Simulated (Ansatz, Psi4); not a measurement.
Intermolecular potential of C2H6 ··· Li+ (SMILES CC and [Li+]) (charge +1), singlet. Monomers: optimised at B3LYP-D3(BJ) (def2-TZVP), held rigid. Orientation: lowest of the rigid-body minima from ten starts at GFN2-xTB. The monomers approach along the line of their centres of mass (distance R); nothing else relaxes.

- SAPT0/jun-cc-pVDZ, all electrons correlated (Psi4)
- B3LYP/def2-TZVP, counterpoise-corrected (Psi4)
- PBE/def2-TZVP, counterpoise-corrected (Psi4)
- wB97M-V/def2-TZVP, counterpoise-corrected (Psi4)
- CCSD(T)/aug-cc-pVTZ = CCSD(T) on RHF/aug-cc-pVTZ, frozen orbitals C 1 H 0 Li 0, counterpoise-corrected (Ansatz, an electronic-structure program)

Cost and agreement with CCSD(T)/aug-cc-pVTZ over the 10 points of the scan, with CCSD(T)/aug-cc-pVTZ as yardstick. Costs are rough ratios of core time within Psi4 on shared cores, each with its mean field (Kohn-Sham runs search longer for lower solutions than correlated ones do); the miss is the largest difference from CCSD(T) of the interaction energy, in kJ/mol.

Q: Which is the cheapest of these levels that stays within 2.3 kJ/mol of CCSD(T)/aug-cc-pVTZ?

A: B3LYP/def2-TZVP.

```tsv
level	relative cost	largest difference
SAPT0/jun-cc-pVDZ	1	10.20
B3LYP/def2-TZVP	3	2.10
PBE/def2-TZVP	4	2.50
wB97M-V/def2-TZVP	40	1.81
```

Costs within a factor of two of each other count as equal.
